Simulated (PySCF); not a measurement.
# Exercise with solution: oscillator strength and radiative lifetime

1-chloro-1,3-difluorobuta-1,2-diene (C4H3ClF2), SMILES CC(F)=C=C(F)Cl.

The structure is a stationary point at B3LYP-D3(BJ)/def2-SVP.

TDDFT-PBE/def2-SVPD run with PySCF 2.14.0 puts the first singlet state with f over 0.02 at 6.50 eV (vertical), with the transition dipole (-0.422, -0.147, -0.086) in atomic units.

Find the oscillator strength, the wavelength and the radiative lifetime that this transition would have in vacuum if emission retraced absorption.


|μ|² = 0.2071 au, so |μ| = 1.16 D. ΔE = 6.50/27.211 = 0.2389 hartree. f = (2/3) ΔE |μ|² = 0.033 (the program prints 0.033).
λ = 1239.84/6.50 = 191 nm; ν = 52426 cm⁻¹.
Einstein's coefficient A = 0.6670 ν² f s⁻¹ (ν in cm⁻¹) = 6.0e7 s⁻¹, so τ = 1/A = 17 ns. This state is S5; the lower singlets have f = 0.000, 0.001, 0.017, 0.016. The figure is the radiative limit of this one transition; relaxation, internal conversion, crossing to triplets and a medium change what is measured.
